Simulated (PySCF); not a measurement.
**Telling isomers of C5H6F2 apart by NMR**

Calculated, not measured (PySCF): structure optimised with GFN2-xTB, shieldings: GIAO PBE0/pcSseg-1, spin–spin couplings from B3LYP/pcJ-1 (spin–dipole term left out of most H,H and C,H couplings). Relativity neglected, fast rotation and ring inversion assumed for equivalent nuclei, gas phase, a single conformation.

Scale: 1H and 13C against TMS (reference shieldings calculated alike). Multiplet labels drop J under 1 Hz and among equivalent protons, and merge close values. Unscaled 3J(H,H) run several per cent high. Splittings of carbon signals by F and P are missing where no couplings were computed. Where no couplings were computed, multiplicities follow the n + 1 count of equivalent neighbours, and m marks all less simple cases (inequivalent or close neighbours, rings, F or P nearby). One-bond C–F couplings are unscaled and too large by tens of Hz. Shifts are as computed. Against solution values, carbons near 30 ppm lie about +3 ppm off and those near 130 ppm about +5 ppm. Of 1211 compounds with measured shifts, 218 miss one by over three times the rms of a fit or turn the order of signals round; such compounds aren't used in these exercises.

(1) Tabulate the signals of `C=C(F)C/C=C\F`, `CC1=C(F)[C@@]1(C)F`, `C=C/C=C/C(F)F`, `C=C/C=C(/F)CF` and their relative energies.

(2) What is the quickest way to tell C=C/C=C/C(F)F from C=C/C=C(/F)CF?

(3) What is the quickest way to tell C=C(F)C/C=C\F from CC1=C(F)[C@@]1(C)F?

(4) What is the quickest way to tell CC1=C(F)[C@@]1(C)F from C=C/C=C(/F)CF?

Results:

(1) 
```tsv
SMILES	carbon types	δC	δH	E rel. (kcal/mol)
C=C(F)C/C=C\F	1×C 2×CH 2×CH2	176.7, 158.1, 114.4, 96.1, 32.4	6.90 (ddt, 1H), 5.35 (dtd, 1H), 4.80 (dd, 1H), 4.55 (dd, 1H), 3.13 (m, 2H)	7.6
CC1=C(F)[C@@]1(C)F	3×C 2×CH3	161.0, 106.7, 83.7, 21.7, 7.9	2.09 (s, 3H), 1.70 (m, 3H)	27.8
C=C/C=C/C(F)F	4×CH 1×CH2	143.8, 142.8, 133.7, 130.4, 119.6	6.87 (m, 1H), 6.69 (m, 1H), 6.68 (m, 1H), 5.81 (m, 1H), 5.81 (m, 1H), 5.72 (m, 1H)	0.0
C=C/C=C(/F)CF	1×C 2×CH 2×CH2	169.3, 137.0, 125.9, 122.4, 83.5	6.91 (m, 1H), 6.34 (m, 1H), 5.54 (m, 1H), 5.49 (m, 1H), 5.49 (m, 2H)	9.2
```

Energies are electronic energies at PBE0/pcSseg-1 on these geometries, without zero-point or thermal terms, each for the one conformer computed, which needn't be the lowest.

(2) Both give the same number of carbon signals, but DEPT or the intensities differ. The first has an alkene CH at 143.8 ppm, the second a fully substituted alkene carbon (C) at 169.3 ppm.

(3) Both give the same number of carbon signals, but DEPT or the intensities differ. The first has an alkene CH at 158.1 ppm, the second a fully substituted alkene carbon (C) at 106.7 ppm. Their most deshielded carbons lie at 176.7 and 161.0 ppm. In the proton spectra the most deshielded non-exchanging signals are 6.90 (ddt, J = 90.9, 5.9, 1.8 Hz, 1H) and 2.09 (s, 3H).

(4) Both give the same number of carbon signals, but DEPT or the intensities differ. The first has a fully substituted alkene carbon (C) at 106.7 ppm, the second an alkene CH at 137.0 ppm. Their most deshielded carbons lie at 161.0 and 169.3 ppm. In the proton spectra the most deshielded non-exchanging signals are 2.09 (s, 3H) and 6.91 (m, 1H).
